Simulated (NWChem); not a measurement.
All runs are NWChem calculations. System: HP, charge 0, spin multiplicity 3, at a geometry optimised with UPBE0/def2-SVP. The structure started from a generated list of species. Its SCF solution wasn't tested for a lower state. Level: ROCCSD(T)/def2-TZVP, 5 core orbitals frozen.

Job file:

```
start mol
memory heap 100 mb stack 700 mb global 1900 mb
geometry units angstroms nocenter noautoz
  P      0.000000     0.000000     0.089819
  H      0.000000     0.000000    -1.347288
  symmetry group C2v
end
basis spherical
  * library def2-tzvp
end
scf
  rohf
  nopen 2
  maxiter 100
  thresh 1e-7
  semidirect memsize 60000000 filesize 0
  # guess.movecs holds the orbitals of an unrestricted PBE0 run
  vectors input guess.movecs output mol.movecs
end
tce
  freeze core 5
  ccsd(t)
  2eorb
  2emet 13
  thresh 1e-6
  maxiter 100
  tilesize 24
end
task tce energy
```

NWChem printed:

```
             Northwest Computational Chemistry Package (NWChem) 7.3.0
             --------------------------------------------------------

                                NWChem Input Module
                                -------------------

 Scaling coordinates for geometry "geometry" by  1.889725989
 (inverse scale =  0.529177249)

 Turning off AUTOSYM since
 SYMMETRY directive was detected!

                             Geometry "geometry" -> ""
                             -------------------------

 Output coordinates in angstroms (scale by  1.889725989 to convert to a.u.)

  No.       Tag          Charge          X              Y              Z
 ---- ---------------- ---------- -------------- -------------- --------------
    1 P                   15.0000     0.00000000     0.00000000     0.08981900
    2 H                    1.0000     0.00000000     0.00000000    -1.34728800

 Effective nuclear repulsion energy (a.u.)       5.5233595933

            Nuclear Dipole moment (a.u.)
            ----------------------------
        X                 Y               Z
 ---------------- ---------------- ----------------
     0.0000000000     0.0000000000    -0.0000056692

      Symmetry information
      --------------------

 Group name             C2v
 Group number             16
 Group order               4
 No. of unique centers     2

      Symmetry unique atoms

     1    2


 Summary of "ao basis" -> "" (spherical)
 ------------------------------------------------------------------------------
       Tag                 Description            Shells   Functions and Types
 ---------------- ------------------------------  ------  ---------------------
 *                         def2-tzvp                  on all atoms

 Summary of "ao basis" -> "ao basis" (spherical)
 ------------------------------------------------------------------------------
       Tag                 Description            Shells   Functions and Types
 ---------------- ------------------------------  ------  ---------------------
 P                         def2-tzvp                13       37   5s5p2d1f
 H                         def2-tzvp                 4        6   3s1p

                                 NWChem SCF Module
                                 -----------------

  ao basis        = "ao basis"
  functions       =    43
  atoms           =     2
  closed shells   =     7
  open shells     =     2
  charge          =   0.00
  wavefunction    = ROHF
  use symmetry    = T
  symmetry adapt  = T

 Summary of "ao basis" -> "ao basis" (spherical)
 ------------------------------------------------------------------------------
       Tag                 Description            Shells   Functions and Types
 ---------------- ------------------------------  ------  ---------------------
 P                         def2-tzvp                13       37   5s5p2d1f
 H                         def2-tzvp                 4        6   3s1p

      Symmetry analysis of basis
      --------------------------

        a1         20
        a2          3
        b1         10
        b2         10

 Forming initial guess at       0.0s

      Symmetry analysis of molecular orbitals - initial
      -------------------------------------------------

  Numbering of irreducible representations:

     1 a1          2 a2          3 b1          4 b2

  Orbital symmetries:

     1 a1          2 a1          3 b1          4 b2          5 a1
     6 a1          7 a1          8 b1          9 b2         10 a1
    11 a1         12 b1         13 b2         14 a1         15 a2
    16 b1         17 b2         18 a1         19 a1

 Starting SCF solution at       0.0s

 ----------------------------------------------
         Quadratically convergent ROHF

 Convergence threshold     :          1.000E-07
 Maximum no. of iterations :          100
 Final Fock-matrix accuracy:          1.000E-09
 ----------------------------------------------

              iter       energy          gnorm     gmax       time
             ----- ------------------- --------- --------- --------
                 1     -341.2739865608  6.98D-01  4.51D-01      0.2
                 2     -341.2842263609  7.03D-02  2.56D-02      0.2
                 3     -341.2846092383  2.61D-03  1.09D-03      0.2
                 4     -341.2846099588  3.16D-06  9.85D-07      0.2
                 5     -341.2846099588  1.90D-09  7.68D-10      0.2

       Final ROHF results
       ------------------

         Total SCF energy =   -341.284609958827
      One-electron energy =   -483.093797082103
      Two-electron energy =    136.285827530013
 Nuclear repulsion energy =      5.523359593263

        Time for solution =      0.2s

       Symmetry analysis of molecular orbitals - final
       -----------------------------------------------

  Numbering of irreducible representations:

     1 a1          2 a2          3 b1          4 b2

  Orbital symmetries:

     1 a1          2 a1          3 b2          4 b1          5 a1
     6 a1          7 a1          8 b1          9 b2         10 a1
    11 a1         12 b1         13 b2         14 a1         15 b2
    16 b1         17 a1         18 a2         19 a1

             Final eigenvalues
             -----------------

              1
    1  -79.9621
    2   -7.5057
    3   -5.3966
    4   -5.3966
    5   -5.3965
    6   -0.7690
    7   -0.4562
    8   -0.1577
    9   -0.1577
   10    0.1531
   11    0.2880
   12    0.3652
   13    0.3652
   14    0.4000
   15    0.4402
   16    0.4402
   17    0.4591
   18    0.4591
   19    0.6039

                       ROHF Final Molecular Orbital Analysis
                       -------------------------------------

 Vector    7  Occ=2.000000D+00  E=-4.561665D-01  Symmetry=a1
              MO Center=  2.2D-16, -6.8D-16, -1.1D-01, r^2= 1.9D+00
   Bfn.  Coefficient  Atom+Function         Bfn.  Coefficient  Atom+Function
  ----- ------------  ---------------      ----- ------------  ---------------
    17      0.357604  1 P  pz                 5      0.334162  1 P  s
     4      0.292276  1 P  s                 39     -0.257517  2 H  s
     3     -0.187824  1 P  s                 20      0.179881  1 P  pz
    14      0.160243  1 P  pz

 Vector    8  Occ=1.000000D+00  E=-1.577243D-01  Symmetry=b1
              MO Center= -6.4D-16,  1.7D-15,  6.3D-02, r^2= 1.8D+00
   Bfn.  Coefficient  Atom+Function         Bfn.  Coefficient  Atom+Function
  ----- ------------  ---------------      ----- ------------  ---------------
    15      0.549486  1 P  px                18      0.386520  1 P  px
    12      0.216214  1 P  px                 6     -0.180289  1 P  px

 Vector    9  Occ=1.000000D+00  E=-1.577243D-01  Symmetry=b2
              MO Center= -8.1D-17,  7.5D-17,  6.3D-02, r^2= 1.8D+00
   Bfn.  Coefficient  Atom+Function         Bfn.  Coefficient  Atom+Function
  ----- ------------  ---------------      ----- ------------  ---------------
    16      0.549486  1 P  py                19      0.386520  1 P  py
    13      0.216214  1 P  py                 7     -0.180289  1 P  py

 Vector   10  Occ=0.000000D+00  E= 1.530819D-01  Symmetry=a1
              MO Center=  5.2D-16, -3.4D-17, -4.5D-01, r^2= 4.8D+00
   Bfn.  Coefficient  Atom+Function         Bfn.  Coefficient  Atom+Function
  ----- ------------  ---------------      ----- ------------  ---------------
    40      2.043440  2 H  s                 20      1.349517  1 P  pz
     5     -1.219807  1 P  s

 Vector   11  Occ=0.000000D+00  E= 2.879505D-01  Symmetry=a1
              MO Center=  8.3D-16,  4.0D-16, -8.4D-01, r^2= 4.2D+00
   Bfn.  Coefficient  Atom+Function         Bfn.  Coefficient  Atom+Function
  ----- ------------  ---------------      ----- ------------  ---------------
    40      0.901874  2 H  s                 20     -0.773088  1 P  pz
    39     -0.773218  2 H  s                 17      0.491761  1 P  pz
     4     -0.242700  1 P  s                 28     -0.207576  1 P  d  0

 Vector   12  Occ=0.000000D+00  E= 3.651604D-01  Symmetry=b1
              MO Center=  2.3D-16, -2.2D-15,  8.7D-02, r^2= 4.8D+00
   Bfn.  Coefficient  Atom+Function         Bfn.  Coefficient  Atom+Function
  ----- ------------  ---------------      ----- ------------  ---------------
    18     -1.445166  1 P  px                15      1.315754  1 P  px

 center of mass
 --------------
 x =   0.00000000 y =   0.00000000 z =   0.08415314

 moments of inertia (a.u.)
 ------------------
           7.198714565060           0.000000000000           0.000000000000
           0.000000000000           7.198714565060           0.000000000000
           0.000000000000           0.000000000000           0.000000000000

  Mulliken analysis of the total density
  --------------------------------------

    Atom       Charge   Shell Charges
 -----------   ------   -------------------------------------------------------
    1 P   15    15.06   2.01  0.54  1.43  1.10  0.84  4.16  1.70  0.63  1.65  0.93  0.02  0.04  0.00
    2 H    1     0.94   0.23  0.54  0.16  0.02

 Mulliken analysis of the open-shell density
 -------------------------------------------

    Atom       Charge   Shell Charges
 -----------   ------   -------------------------------------------------------
    1 P   15     2.00   0.00  0.00 -0.00  0.00  0.00  0.05 -0.03  0.28  1.04  0.65  0.00  0.00  0.00
    2 H    1     0.00   0.00  0.00  0.00  0.00

       Multipole analysis of the density wrt the origin
       ------------------------------------------------

     L   x y z        total         open         nuclear
     -   - - -        -----         ----         -------
     0   0 0 0     -0.000000     -2.000000     16.000000

     1   1 0 0      0.000000      0.000000      0.000000
     1   0 1 0     -0.000000     -0.000000      0.000000
     1   0 0 1     -0.199593     -0.237379     -0.000006

     2   2 0 0    -10.723391     -5.191628      0.000000
     2   1 1 0      0.000000      0.000000      0.000000
     2   1 0 1     -0.000000      0.000000      0.000000
     2   0 2 0    -10.723391     -5.191628      0.000000
     2   0 1 1      0.000000     -0.000000      0.000000
     2   0 0 2    -10.475098     -2.635340      6.914283

                   NWChem Extensible Many-Electron Theory Module
                   ---------------------------------------------


            General Information
            -------------------
      Number of processors :     1
         Wavefunction type : Restricted open-shell Hartree-Fock
          No. of electrons :    16
           Alpha electrons :     9
            Beta electrons :     7
           No. of orbitals :    86
            Alpha orbitals :    43
             Beta orbitals :    43
        Alpha frozen cores :     5
         Beta frozen cores :     5
     Alpha frozen virtuals :     0
      Beta frozen virtuals :     0
         Spin multiplicity : triplet
    Number of AO functions :    43
       Number of AO shells :    17
        Use of symmetry is : on
      Symmetry adaption is : on
         Schwarz screening : 0.10D-09

          Correlation Information
          -----------------------
          Calculation type : Coupled-cluster singles & doubles w/ perturbation
   Perturbative correction : (T)
            Max iterations :      100
        Residual threshold : 0.10D-05
     T(0) DIIS level shift : 0.00D+00
     L(0) DIIS level shift : 0.00D+00
     T(1) DIIS level shift : 0.00D+00
     L(1) DIIS level shift : 0.00D+00
     T(R) DIIS level shift : 0.00D+00
     T(I) DIIS level shift : 0.00D+00
   CC-T/L Amplitude update :  5-th order DIIS
                I/O scheme : Global Array Library
        L-threshold :  0.10D-05
        EOM-threshold :  0.10D-05
 no EOMCCSD initial starts read in
 TCE RESTART OPTIONS
 SLICE:      F
 D4D5:       F
 quantumc:   F
 qrotation:  F
 pwtce:      F
 qducc:      F
 nacto:                         0
 nrotv:                         0
 nrot:                          0

            Memory Information
            ------------------
          Available GA space size is     249033102 doubles
          Available MA space size is     104853724 doubles

 Maximum block size supplied by input
 Maximum block size        24 doubles

 tile_dim =     15

 -------------------------------------------------

 Global array virtual files algorithm will be used

 Parallel file system coherency ......... OK

 4-electron integrals stored in orbital form

 v2    file size   =           175395
 4-index algorithm nr.  13 is used
 imaxsize =       30
 imaxsize ichop =        0


CCSD iterations
 ---------------------------------------------------------
 Iter          Residuum       Correlation     Cpu    Wall
 ---------------------------------------------------------
    1   0.0871745554325  -0.1185028947131     0.1     0.1
    2   0.0247726624214  -0.1292427916179     0.0     0.0
    3   0.0089693084595  -0.1320262679369     0.0     0.0
    4   0.0036507830857  -0.1327912058051     0.0     0.0
    5   0.0016362727408  -0.1330596948836     0.0     0.0
    6   0.0002552961450  -0.1332417681262     0.0     0.0
    7   0.0000942743907  -0.1332331646261     0.0     0.0
    8   0.0000456331198  -0.1332326432845     0.0     0.0
    9   0.0000244122147  -0.1332323279031     0.0     0.0
   10   0.0000136415814  -0.1332322379436     0.0     0.0
   11   0.0000024584034  -0.1332321287957     0.0     0.0
   12   0.0000010778913  -0.1332322858031     0.0     0.0
   13   0.0000005919368  -0.1332322751977     0.0     0.0
 -----------------------------------------------------------------
 Iterations converged
 CCSD correlation energy / hartree =        -0.133232275197693
 CCSD total energy / hartree       =      -341.417842234024533

 Singles contributions

 Doubles contributions
 CCSD(T)
 Using plain CCSD(T) code
             total no. of tasks          213
 total no. of tasks / no. procs          213
                         wl_min           24           1.7
                         wl_max        27000           5.5
        thresh for no. of tasks          213

 CCSD[T]  correction energy / hartree =        -0.004825422798257
 CCSD[T] correlation energy / hartree =        -0.138057697995950
 CCSD[T] total energy / hartree       =      -341.422667656822796
 CCSD(T)  correction energy / hartree =        -0.004842193007430
 CCSD(T) correlation energy / hartree =        -0.138074468205123
 CCSD(T) total energy / hartree       =      -341.422684427031982

 Task  times  cpu:        1.7s     wall:        1.7s

 Total times  cpu:        1.7s     wall:        1.7s
```
